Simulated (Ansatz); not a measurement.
Stepwise substitution at one centre (In Cl-H). Gas-phase values, no solvent. Strings in code marks are SMILES.

Quantity: vertical ionisation energy (energy after one electron is removed minus that of the parent at the parent's geometry), in eV.

Case: `[Cl][InH2]`. Geometry of `[Cl][InH2]` (neutral, multiplicity 1, Å):

```xyz
4

Cl     2.0970     0.0146     0.0779
In    -0.2683    -0.0019    -0.0100
H     -0.9262     1.5763    -0.0104
H     -0.9025    -1.5890    -0.0575
```

Problem. What is the computed vertical ionisation energy (energy after one electron is removed minus that of the parent at the parent's geometry) (frozen-core MP2/def2-TZVPP // B3LYP-D3(BJ)/def2-TZVP (Ansatz, a first-principles code))?

Solution. 10.89 eV.
